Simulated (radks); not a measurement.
All-electron atom: S X in [He] 2s2 2p3.

All-electron calculation, scalar-relativistic Kohn-Sham, PBE, spin-unpolarised, spherical densities, finite nucleus; Fermi nuclear charge, rms radius 3.2611 fm. Program: a radial shooting solver on a logarithmic mesh with Libxc functionals.

Energy parts (hartree):
| part | energy |
|---|---|
| total | -352.04843 |
| kinetic | 353.79759 |
| electron-nucleus | -765.73341 |
| Hartree | 77.69737 |
| exchange-correlation | -17.80998 |

Orbitals (lengths in bohr, moments of r in powers of bohr; <r^-3> diverges for s and p1/2; r(90%) holds 90 % of the orbital's charge):
orbital  occ.  eigenvalue (hartree)  r(90%)      <r^4>  <r^-3>
1s          2             -99.92807   0.172  0.0004047       -
2s          2             -16.93879   0.681    0.08967       -
2p          3             -15.22960   0.638    0.06963   101.6
3s          0              -6.20486    1.62      2.955       -
3p          0              -5.71019    1.64      3.031   22.47
3d          0              -5.11140    1.54      2.317   3.052

The highest occupied level is 2p at -414.42 eV. For comparison, the ionisation energy in NIST's Atomic Spectra Database is 447.7 eV (semi-empirical). In exact Kohn-Sham theory the highest level is minus the ionisation energy, but local and semilocal functionals leave it too shallow, through self-interaction and a potential that decays too fast; potentials with the right tail come closer. The electron density at the nucleus is 2986 e/bohr^3 (large components only). Summed over all electrons, <r^2> = 1.044 bohr^2, which gives a Langevin (diamagnetic) susceptibility term of -0.827 x 10^-6 cm^3/mol. The density falls to 0.001 e/bohr^3 at r = 1.31 bohr.

Beside tabulated values, note that spin-unpolarised runs miss the spin-polarisation part of the exchange energy of open shells.
